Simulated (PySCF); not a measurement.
C₅H₉F, SMILES C[C@H](F)C1CC1. Atoms are numbered in the order given.

```xyz
15

C      1.8791     0.5733     0.4231
C      0.6190    -0.2716     0.3975
F      0.9678    -1.5685     0.0153
C     -0.4359     0.2491    -0.5405
C     -1.8638    -0.1953    -0.3798
C     -1.4734     1.2162    -0.0278
H      2.6273     0.1312     1.0979
H      2.3157     0.6349    -0.5861
H      1.6518     1.5938     0.7671
H      0.1912    -0.3451     1.4152
H     -0.0763     0.4032    -1.5642
H     -2.0889    -0.8870     0.4373
H     -2.4544    -0.3634    -1.2839
H     -1.4375     1.4902     1.0312
H     -1.7900     2.0286    -0.6869
```

Geometry: B3LYP-D3(BJ)/def2-SVP. The structure was generated by enumeration; whether it is a known compound was not checked. Other conformers were not sampled.

The numbers are results of HF/pcSseg-1 (PySCF), not measurements.

GIAO shieldings, no solvent; atoms listed in one row are averaged. δ = σ(ref) − σ: ¹³C against TMS (σ = 192.6 ppm); ¹⁹F against CFCl3 (σ = 238.5 ppm); ¹H against TMS (σ = 31.99 ppm), references at their B3LYP-D3(BJ)/def2-TZVP geometries, non-relativistic.

```
nucleus       atoms  count  δ (ppm)
-------  ----------  -----  -------
¹³C              C2      1     88.8
¹³C              C1      1     24.1
¹³C              C4      1     15.0
¹³C              C5      1      4.5
¹³C              C6      1      2.4
¹⁹F              F3      1   -163.7
¹H              H10      1     3.31
¹H       H7, H8, H9      3     1.78
¹H              H11      1     1.00
¹H              H13      1     0.96
¹H              H12      1     0.78
¹H              H15      1     0.74
¹H              H14      1     0.22
```
